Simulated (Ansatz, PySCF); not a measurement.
Gas-phase reaction (SMILES): C=C[SiH2]COC + 2 C (CH4) + O (H2O) + [SiH4] (SiH4) → C=C (C2H4) [ethene] + 2 CO (CH4O) + 2 C[SiH3] [methylsilane]; bond separation energy.

Structures are relaxed separately at B3LYP-D3(BJ)/def2-TZVP in Ansatz (a first-principles code), one conformer each, not searched for the lowest. Valence correlation only, unless marked. Spin-orbit coupling is left out. No relativistic terms. CBS marks a two-point X^-3 extrapolation of the correlation energy; Hartree-Fock from the larger set. [CCSD(T)-MP2]/basis is that difference in the basis named. Thermal terms are rigid-rotor harmonic-oscillator values from B3LYP-D3(BJ) frequencies (Ansatz or PySCF) at 298.15 K and 1 atm. 1 Eh = 627.5095 kcal/mol.

```csv
species,"E, RI-MP2/CBS(cc-pV(T+d)Z,cc-pV(Q+d)Z)+[CCSD(T)-MP2]/cc-pV(T+d)Z (Ansatz) (Eh)","E, PBE/def2-TZVPD (Ansatz) (Eh)",H - E (Eh)
C=C[SiH2]COC,-522.42969,-522.75689,0.13889
C (CH4),-40.46125,-40.46301,0.04840
C=C (C2H4),-78.47961,-78.50050,0.05494
CO (CH4O),-115.61425,-115.63215,0.05533
C[SiH3],-330.73641,-331.00719,0.06602
O (H2O),-76.37659,-76.38111,0.02495
[SiH4] (SiH4),-291.46100,-291.72111,0.03520
```

Q: Work out ΔE and ΔH at 298.15 K at the first level, then ΔH at the second.

A: 
1. ΔE = [(-78.47961) + 2×(-115.61425) + 2×(-330.73641)] - [(-522.42969) + 2×(-40.46125) + (-76.37659) + (-291.46100)] = 0.00885 Eh = 5.6 kcal/mol at RI-MP2/CBS(cc-pV(T+d)Z,cc-pV(Q+d)Z)+[CCSD(T)-MP2]/cc-pV(T+d)Z.
2. The terms H - E add up to 0.00180 Eh, so ΔH = (0.00885 + (0.00180))×627.5095 = 6.7 kcal/mol.
3. At PBE/def2-TZVPD the same steps give ΔE = 3.7 and ΔH = 4.9 kcal/mol, a shift of -1.8 from the first level.
4. These values are not checked against measurement here, since the tables used lack a sound gas-phase enthalpy of formation for at least one species.
